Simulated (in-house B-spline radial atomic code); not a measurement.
# Response and correlation of Ge22+

Closed shell [He] 2s2 2p6. Computed with an all-electron radial atomic-structure program (B-spline basis): Dirac-Hartree-Fock, relativistic RPA (time-dependent Dirac-Hartree-Fock) for the response and second-order many-body perturbation theory for correlation, no-pair Dirac-Coulomb Hamiltonian, finite nucleus.

```json
{"multipole (bohr³, bohr⁵, bohr⁷)": "dipole", "uncoupled": "0.002063", "coupled RPA": "?"}
{"multipole (bohr³, bohr⁵, bohr⁷)": "quadrupole", "uncoupled": "0.00012983", "coupled RPA": "0.00013553"}
{"multipole (bohr³, bohr⁵, bohr⁷)": "octupole", "uncoupled": "1.2585e-05", "coupled RPA": "1.3132e-05"}
```

Task: What is the coupled dipole polarisability?

Result: 0.0020828 atomic units, +1 % against the uncoupled value.

Task: Which subshells carry the dipole polarisability?

Result: 2p3/2 58.6 %, 2p1/2 27.4 %, 2s1/2 13.8 %.

Task: What does the dipole shielding factor come to?

Result: The dipole shielding factor is 0.313, against the exact N/Z = 10/32 = 0.312 of the non-relativistic theorem.

Dipole polarisability at imaginary frequency:

```csv
u (Eh),α(iu) (bohr³)
0,0.002083
5.52,0.002062
16.5,0.001914
33.1,0.001546
55.2,0.00108
110,0.0004727
221,0.0001533
552,2.887e-05
```

Task: What dispersion coefficients follow for two such ions (the dispersion part alone)?

Result: C6 = (3/π)∫α(iu)²du = 0.0001882 hartree·bohr⁶ and C8 = 6.413e-05 hartree·bohr⁸.

Lowest J = 1 odd-parity excitations:

```
energy (eV)  oscillator strength  leading channel  weight
     1240.6                0.131     2p3/2 → s1/2   0.994
     1272.5               0.0885     2p1/2 → s1/2   0.993
     1346.3              0.00983     2p3/2 → d3/2    0.79
     1363.4                 1.19     2p3/2 → d5/2   0.706
     1393.8                 2.02     2p1/2 → d3/2   0.906
     1476.6               0.0663     2s1/2 → p1/2   0.963
     1486.2                0.297     2s1/2 → p3/2   0.965
     1675.3               0.0242     2p3/2 → s1/2   0.998
```

Second-order correlation energy by the highest angular momentum of the excited pair (hartree): s -0.01889, p -0.1332, d -0.1782, f -0.04873, g -0.01895, h -0.007164, i -0.003277, k -0.001702.

Task: What is the second-order correlation energy at the partial-wave limit?

Result: The listed waves sum to -0.41008 hartree; extrapolating the increments as (l + 1/2)⁻⁴ gives -0.41356 hartree, -1.13 eV per electron.
